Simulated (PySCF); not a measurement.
# Spin-rotation constants: SMILES CC/N=C1/CCC1=O, C6H9NO

Geometry:
| atom | x (Å) | y (Å) | z (Å) |
| --- | --- | --- | --- |
| C1 | -2.809 | 0.067 | 0.386 |
| C2 | -1.682 | -0.097 | -0.630 |
| N3 | -0.589 | -0.782 | -0.005 |
| C4 | 0.579 | -0.324 | -0.019 |
| C5 | 1.855 | -0.861 | 0.582 |
| C6 | 2.606 | 0.378 | 0.056 |
| C7 | 1.307 | 0.882 | -0.553 |
| O8 | 1.011 | 1.851 | -1.197 |
| H9 | -2.500 | 0.737 | 1.185 |
| H10 | -3.689 | 0.482 | -0.099 |
| H11 | -3.059 | -0.897 | 0.819 |
| H12 | -2.026 | -0.749 | -1.440 |
| H13 | -1.396 | 0.874 | -1.054 |
| H14 | 2.173 | -1.811 | 0.155 |
| H15 | 1.820 | -0.961 | 1.665 |
| H16 | 3.383 | 0.182 | -0.681 |
| H17 | 3.010 | 1.040 | 0.820 |

Method: PySCF 2.14.0, GIAO mPW1PW91/def2-SVP magnetisability, rotational g tensor and spin-rotation constants, non-relativistic, gas phase. Geometry: GFN2-xTB.

Task: Give the nuclear spin-rotation constants along the inertial axes (H = +C I·J) beside the isotropic shieldings.

Result: Rotational constants 3.9330, 1.3458, 1.0732 GHz. A star marks the isotopologue with that one atom substituted, in its own axes.
```csv
atom,isotope,Caa (kHz),Cbb (kHz),Ccc (kHz),mean (kHz),σ (ppm)
N3,14N,1.502,0.252,0.044,0.599,-136.9
H9,1H,-0.367,-0.167,0.011,-0.174,31.1
H10,1H,-0.112,-0.080,-0.120,-0.104,30.6
H11,1H,-0.299,0.005,-0.124,-0.139,30.0
H12,1H,-0.268,-0.155,0.027,-0.132,28.2
H13,1H,-0.263,0.036,-0.103,-0.110,27.2
H14,1H,-0.428,-0.060,-0.030,-0.172,29.2
H15,1H,-0.453,-0.054,-0.028,-0.178,29.3
H16,1H,-0.060,-0.166,-0.051,-0.092,29.3
H17,1H,-0.278,-0.166,0.009,-0.145,29.3
C1,13C*,0.488,0.170,0.139,0.266,177.3
C2,13C*,0.794,0.217,0.182,0.398,143.9
C4,13C*,1.534,0.585,0.260,0.793,27.9
C5,13C*,0.488,0.221,0.142,0.284,168.5
C6,13C*,0.624,0.199,0.178,0.334,157.2
C7,13C*,1.760,0.674,0.268,0.900,-2.0
O8,17O*,-2.060,-1.556,-0.069,-1.228,-315.8
```
For the geometry as given, no vibrational averaging.
